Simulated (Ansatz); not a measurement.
Geometry optimisation, RKS PBE/def2-SVP (Ansatz).

Input:

```yaml
crystal:
  periodic: [false, false, false]
  atoms:
    - { symbol: Hf, position_ang: [-0.188367, 0.076347, -0.053245] }
    - { symbol: O, position_ang: [-0.614162, -0.436988, 1.861817] }
    - { symbol: Si, position_ang: [-1.42604, -0.249853, 3.327855] }
    - { symbol: H, position_ang: [-2.774634, -0.910132, 3.243496] }
    - { symbol: H, position_ang: [-0.618878, -0.9092, 4.411759] }
    - { symbol: H, position_ang: [-1.60132, 1.208947, 3.645839] }
    - { symbol: F, position_ang: [1.625426, 0.608579, -0.34471] }
    - { symbol: F, position_ang: [-1.190245, 1.667931, -0.363339] }
    - { symbol: Cl, position_ang: [-1.012304, -1.501297, -1.619572] }
    - { symbol: O, position_ang: [1.300949, -2.561614, 1.132823] }
    - { symbol: H, position_ang: [0.841655, -3.338418, 0.762107] }
    - { symbol: H, position_ang: [0.67462, -2.233601, 1.82897] }
basis:
  gaussian: { orbitals: def2-SVP }
hamiltonian:
  xc: pbe
relax:
  f_tol: 0.03
  max_steps: 50
```

Command:

```bash
$ ansatz run input.yaml --threads 4 --pin off --max-ram 5120MiB --backend cpu --events-out ev --progress --plain --runs-dir out
```

Where does it end, and by what steps?

The forces met the threshold. After 13 steps the energy has fallen by 0.559 eV; H11 moved furthest, 0.75 Å. Joined: Hf1–O10.

| step | energy less start (eV) | largest force component (eV/Å) | accepted |
| --- | --- | --- | --- |
| 0 | 0.0000 | 1.346 | yes |
| 1 | -0.1506 | 1.212 | yes |
| 2 | -0.3056 | 1.119 | yes |
| 3 | -0.4639 | 0.965 | yes |
| 4 | -0.5156 | 0.614 | yes |
| 5 | -0.5233 | 0.994 | yes |
| 6 | -0.5499 | 0.117 | yes |
| 7 | -0.5503 | 0.187 | yes |
| 8 | -0.5550 | 0.084 | yes |
| 9 | -0.5569 | 0.141 | yes |
| 10 | -0.5580 | 0.124 | yes |
| 11 | -0.5587 | 0.069 | yes |
| 12 | -0.5590 | 0.031 | yes |
| 13 | -0.5592 | 0.015 | yes |

```xyz
12
Properties=species:S:1:pos:R:3
Hf -0.072 -0.234 0.167
O -0.656 -0.468 2.026
Si -1.507 -0.115 3.434
H -2.892 -0.693 3.345
H -0.789 -0.736 4.602
H -1.593 1.372 3.636
F 1.677 0.546 -0.007
F -1.169 1.268 -0.311
Cl -0.857 -1.790 -1.517
O 1.105 -2.232 0.711
H 0.796 -2.950 0.121
H 0.974 -2.546 1.627
```

Time of the run: 42 s on 4 threads of Arm Neoverse V1, on a shared host, peak memory 0.23 GiB.
